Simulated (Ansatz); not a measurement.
Reaction (formal exchange of groups at the Si–N bond): `F[SiH2][NH][GeH3]` + CH₄ → `C[SiH2]F` + `[NH2][GeH3]`

Program: Ansatz. Geometries: PBE0-D4/def2-TZVP. ΔE: electronic, gas phase. CCSD(T)/CBS is the MP2 limit (def2-TZVPP, def2-QZVPP) plus CCSD(T) − MP2 in def2-TZVPP, frozen cores. This one scheme is used for every species. DFT in def2-TZVPP. For Ge outer-core shells are correlated without core-valence functions, which leaves a few kJ/mol of doubt a bond. Scalar relativity is left out up to krypton. One conformer a species, not always the lowest.

CCSD(T)/CBS gives +84.4 kJ/mol.

Task: Another level gave +89.3 kJ/mol. Which?
A. CCSD(T)/def2-TZVPP
B. LC-ωPBE/def2-TZVPP
C. PBE/def2-TZVPP
D. BHLYP-D4/def2-TZVPP

Result: D. BHLYP-D4 89.3, PBE 72.9, CCSD(T)/def2-TZVPP 84.8, LC-ωPBE 78.0 kJ/mol.

Largest T1 diagnostic among the species: 0.012.

From BLYP to BHLYP (50 % exact exchange), in def2-TZVPP and without D4, ΔE moves by +6.7 kJ/mol. Leaving LDA and LC-ωPBE aside and taking each functional with its dispersion term where it has one, the values, not all of them listed here, spread over 13.2 kJ/mol, from PBE-D4 to BHLYP-D4. LDA lies +5.0 kJ/mol from PBE without D4.

CCSD(T)/CBS has its own doubt, a few kJ/mol and more with outer-core shells, so smaller differences from it don't rank the levels.
